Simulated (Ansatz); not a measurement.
Kohn–Sham single points on C3H6SiTe, SMILES `C#C[SiH2][Te]C`.

```yaml
crystal:
  periodic: [false, false, false]
  atoms:
    - {symbol: C, position_ang: [-1.562293, 0.815009, 1.871663]}
    - {symbol: C, position_ang: [-0.731578, 0.008607, 1.531245]}
    - {symbol: Si, position_ang: [0.525657, -1.176755, 0.951814]}
    - {symbol: Te, position_ang: [0.301525, -1.503840, -1.497480]}
    - {symbol: C, position_ang: [0.405181, 0.600935, -1.920508]}
    - {symbol: H, position_ang: [-2.298100, 1.521950, 2.180426]}
    - {symbol: H, position_ang: [1.857044, -0.633286, 1.319591]}
    - {symbol: H, position_ang: [0.321389, -2.497881, 1.593439]}
    - {symbol: H, position_ang: [0.209024, 0.714244, -2.985090]}
    - {symbol: H, position_ang: [-0.358781, 1.115748, -1.342493]}
    - {symbol: H, position_ang: [1.396435, 0.978270, -1.681907]}
basis:
  gaussian: {orbitals: def2-TZVPP}
hamiltonian: {xc: {name: B2PLYP}}
```

```sh
$ ansatz run in.yaml --threads 4 --pin off --events-out ev --progress --plain --max-ram 10444MiB
```

Output, abridged:

```
Functional definition: B2PLYP
1747 factors; integrals over basis functions are off by at most 1.1e-3 eV
mean field evaluation 1: about -18353.5848 eV, gradient 5.0e1 eV
mean field evaluation 2: about -18353.8072 eV, gradient 5.0e1 eV
mean field evaluation 4: about -18359.5892 eV, gradient 7.0e0 eV
mean field evaluation 8: about -18359.6804 eV, gradient 6.9e-1 eV
mean field evaluation 16: about -18359.6816 eV, gradient 6.7e-4 eV
mean field -18359.68156456 eV, -674.7058528583 hartree, gradient 8.6e-6 eV, S^2 0.000000; 0 other end points of the search recorded, 0 dependent functions left out
12 core orbitals not correlated: weight in the atoms' cores, before any rotation towards them, 1.000 or more for the frozen orbitals, at most 0.000 for the correlated occupied ones
reference -18359.68175406 eV, -674.7058598223 hartree; 19, 19 occupied and 238, 238 virtual orbitals, 1747 factors
second order -34.96115614 eV of doubles, -0.00000000 eV of singles
Total energy: -18369.12126621 eV, -675.0527554958 hartree
```

It took 8 s on 4 threads of an Arm Neoverse V1 on a shared host, with 0.79 GiB of host memory at the peak.

The same input with `hamiltonian: {xc: {name: wB97X-V}}` (abridged; 11 s):

```
Functional definition: wB97X-V
mean field evaluation 16: about -18377.4284 eV, gradient 4.9e-4 eV
mean field -18377.42842704 eV, -675.3580380252 hartree, gradient 2.2e-5 eV, S^2 0.000000
Total energy: -18377.42842477 eV, -675.3580379419 hartree
```

With the line `hamiltonian: {xc: r2scan, dispersion: d4}` and forces (abridged; 6.5 s):

```
Functional definition: r2SCAN
mean field evaluation 16: about -18380.1954 eV, gradient 1.9e-3 eV
mean field -18380.19541611 eV, -675.4597229983 hartree, gradient 7.1e-5 eV, S^2 0.000000
Total energy: -18380.26863969 eV, -675.4624139150 hartree
Atom 0 force    -0.279993     0.275648     0.108587 eV/Å
Atom 1 force     0.283985    -0.270564    -0.096967 eV/Å
Atom 2 force    -0.038622     0.044286     0.074666 eV/Å
Atom 3 force    -0.015570    -0.190308    -0.040340 eV/Å
Atom 4 force     0.010629     0.197802    -0.037634 eV/Å
Atom 5 force     0.037105    -0.037651    -0.015333 eV/Å
Atom 6 force    -0.010387    -0.007891     0.006719 eV/Å
Atom 7 force     0.012683     0.016517    -0.009660 eV/Å
Atom 8 force     0.006422    -0.006099     0.033285 eV/Å
Atom 9 force     0.020848    -0.013285    -0.017455 eV/Å
Atom 10 force    -0.027099    -0.008454    -0.005869 eV/Å
Dipole moment:    -0.066462     0.315324    -0.019313 e Å
```
